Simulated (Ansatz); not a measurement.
Geometry optimisation, RKS PBE0/cc-pVDZ in Ansatz.

input.yaml

```yaml
crystal:
  periodic: [false, false, false]
  atoms:
    - { symbol: Si, position_ang: [0.091966, 0.0, 0.204819] }
    - { symbol: H, position_ang: [0.128359, 0.0, 1.660535] }
    - { symbol: Cl, position_ang: [2.17866, 0.0, 0.050659] }
    - { symbol: Cl, position_ang: [-0.739142, 1.675341, -0.632107] }
    - { symbol: Cl, position_ang: [-0.739142, -1.675341, -0.632107] }
basis:
  gaussian: { orbitals: cc-pVDZ }
hamiltonian:
  xc: pbe0
relax:
  f_tol: 0.03
  max_steps: 50
```

Run as:

```bash
$ ansatz run input.yaml --threads 1 --pin off --max-ram 2048MiB --backend cpu --events-out ev --progress --plain --runs-dir out
```

Q: Where does it end, and by what steps?

A: It converged. After 4 steps the energy has fallen by 0.192 eV; H2 moved furthest, 0.21 Å.

```json
{"step": "0", "energy less start (eV)": "0.0000", "largest force component (eV/Å)": "1.136", "accepted": "yes"}
{"step": "1", "energy less start (eV)": "-0.1772", "largest force component (eV/Å)": "0.488", "accepted": "yes"}
{"step": "2", "energy less start (eV)": "-0.1829", "largest force component (eV/Å)": "0.559", "accepted": "yes"}
{"step": "3", "energy less start (eV)": "-0.1922", "largest force component (eV/Å)": "0.034", "accepted": "yes"}
{"step": "4", "energy less start (eV)": "-0.1922", "largest force component (eV/Å)": "0.008", "accepted": "yes"}
```

```xyz
5
Properties=species:S:1:pos:R:3
Si 0.164 0.000 0.248
H -0.080 0.000 1.709
Cl 2.190 0.000 -0.115
Cl -0.677 1.678 -0.595
Cl -0.677 -1.678 -0.595
```

Whether the end is a true minimum wasn't checked by a vibrational analysis.

Run time: 16 s on 1 thread of Arm Neoverse V2, on a shared host, peak memory 0.17 GiB.
